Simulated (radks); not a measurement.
Problem. The mean radii <r> (bohr) of the occupied orbitals of an atom or ion are listed with their occupations. Calculated with a radial shooting solver on a logarithmic mesh with Libxc functionals: scalar-relativistic Kohn-Sham, BLYP, spin-unpolarised, spherical densities, point nucleus.

orbital  occ.      <r>
1s          2  0.07304
2s          2   0.3433
2p          6   0.3073
3s          2    1.032
3p          5    1.090

Name the element and its charge.

Solution. Z = 21, scandium, charge +4: Sc4+ in [Ne] 3s2 3p5. The 1s radius gives Z: for a bare nucleus <r> = (2 gamma + 1)/(2Z) with gamma = sqrt(1 - (Z/c)^2), 0.07087 bohr for Z = 21, and screening makes it slightly larger (0.07304 here). The occupations add up to 17, and the charge is Z minus that.
